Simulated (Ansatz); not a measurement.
Species: ZnH₂ (charge +1, doublet). The spin state was set by rule; other spins were not relaxed. 
Coordinates optimised at B3LYP-D3(BJ)/def2-TZVP (Ansatz, a first-principles code):
```xyz
3

Zn     0.0000     0.0000     0.0000
H      0.0000     0.0000     1.6558
H      0.0000     0.0000    -1.6558
```
Charge +1, spin multiplicity 2.

Basis-set convergence of Hartree-Fock and CCSD correlation energies (hartree) with Ansatz. Valence correlation only, unless marked. UHF or UKS for open shells. Spin-orbit coupling is left out. The frozen core is the preceding noble-gas configuration, with the filled d and f shells of earlier blocks. Non-relativistic.

The UHF reference is spin-contaminated (<S^2> 0.16 over the pure value in the largest basis). 

```
basis        functions        E(HF)  E(corr, CCSD)
-----------  ---------  -----------  -------------
def2-SVPD           50  -1778.33487       -0.28871
def2-TZVPPD        101  -1778.57644       -0.45619
def2-QZVPPD        166  -1778.61753       -0.48586
```

Extrapolating the two largest sets (X = 3 and 4) as X^-3: E(corr) = (64·(-0.48586) - 27·(-0.45619))/37 = -0.5075 Eh, an estimate of the basis-set limit. The largest set recovers 95.7 % of it, the smallest 56.9 %.
